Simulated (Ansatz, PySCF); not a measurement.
C3H6BFO2, SMILES C=C(OC)B(O)F. Atoms are numbered in the order given.

```xyz
13

C     -0.8150     1.4708    -0.5869
C     -0.3233     0.3125    -0.1120
O     -1.0162    -0.8486     0.0280
C     -2.3687    -0.8508    -0.3544
B      1.1783     0.1912     0.3484
O      2.0029     1.2619     0.2739
F      1.6493    -0.9708     0.8163
H     -0.1463     2.3315    -0.6467
H     -1.8471     1.6069    -0.9188
H     -2.7528    -1.8631    -0.1700
H     -2.9566    -0.1248     0.2370
H     -2.4856    -0.6064    -1.4263
H      2.8949     1.0634     0.5835
```
Charge 0, spin multiplicity 1.

Geometry optimised at ωB97X-D3(BJ)/def2-SVP. This is a generated structure with no PubChem entry under its InChIKey; it may be hypothetical. Other conformers were not sampled.

Two levels are set side by side: PBE-D3(BJ)/def2-SVP (Ansatz, a program for electronic structure) and ωB97X-D3(BJ)/def2-SVP (PySCF). Each level has its own optimised geometry; the coordinates shown are those of the second. Frequencies come from the Hessian of PySCF at each geometry. Differences are taken from unrounded values.

| quantity | ωB97X-D3(BJ) | PBE-D3(BJ) | PBE-D3(BJ) minus ωB97X-D3(BJ) |
|---|---|---|---|
| mean bond length (Å) | 1.236 | 1.244 | 0.007 |
| bond C1–C2 (Å) | 1.345 | 1.359 | 0.014 |
| bond C2–O3 (Å) | 1.359 | 1.366 | 0.007 |
| bond C2–B5 (Å) | 1.575 | 1.572 | -0.003 |
| bond O3–C4 (Å) | 1.406 | 1.413 | 0.007 |
| bond B5–O6 (Å) | 1.354 | 1.361 | 0.007 |
| bond B5–F7 (Å) | 1.338 | 1.346 | 0.008 |
| bond C1–H8 (Å) | 1.092 | 1.098 | 0.007 |
| bond C1–H9 (Å) | 1.093 | 1.100 | 0.007 |
| bond C4–H10 (Å) | 1.098 | 1.106 | 0.008 |
| bond C4–H11 (Å) | 1.106 | 1.114 | 0.009 |
| bond C4–H12 (Å) | 1.106 | 1.114 | 0.009 |
| bond O6–H13 (Å) | 0.965 | 0.975 | 0.010 |
| highest harmonic wavenumber (cm⁻¹) | 3903 | 3736 | -168 |
| mean harmonic wavenumber (cm⁻¹) | 1314 | 1261 | -53 |
| zero-point energy (kcal/mol) | 62.00 | 59.49 | -2.50 |

Exact exchange shortens and stiffens bonds; PBE has none. Differences between two approximate levels are no errors against the true value.
